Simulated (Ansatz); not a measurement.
The cluster Tl₃H₄. Total charge 0; doublet. Geometry PBE-D4/def2-SVP, basis def2-TZVP, Ansatz.

Cartesian coordinates in Å:
```
Tl -0.145 0.197 0.010
Tl 1.569 -2.295 -0.327
Tl -2.606 2.276 0.396
H -0.423 2.148 0.256
H 1.446 -0.021 -1.069
H -0.625 -1.582 -0.676
H 0.785 -0.725 1.409
```

```csv
run,HOMO (eV),LUMO (eV)
A,-5.83,-0.73
B,-4.28,-2.38
C,-6.14,-0.46
D,-3.87,-2.84
```

In the def2 sets Tl takes a core potential; there is no spin–orbit coupling. LC-ωPBE has ω = 0.4 bohr⁻¹. Another isomer (doublet) lies 0.54 eV lower at PBE0-D4/def2-TZVP; other spin states weren't run for this one.

HOMO and LUMO are taken over both spins.

Task: The runs used LC-ωPBE, PBE0, r2SCAN, ωB97X-V. Estimate which is which.

Result: A ωB97X-V (range-separated); B PBE0 (25 % exact exchange); C LC-ωPBE (range-separated); D r2SCAN (0 % exact exchange). Exact exchange lowers occupied and raises empty levels; among semilocal functionals meta-GGAs tend to open the gap a little, and such runs are hard to tell apart. The gap grows from 1.03 eV (r2SCAN) to 5.68 eV (LC-ωPBE).
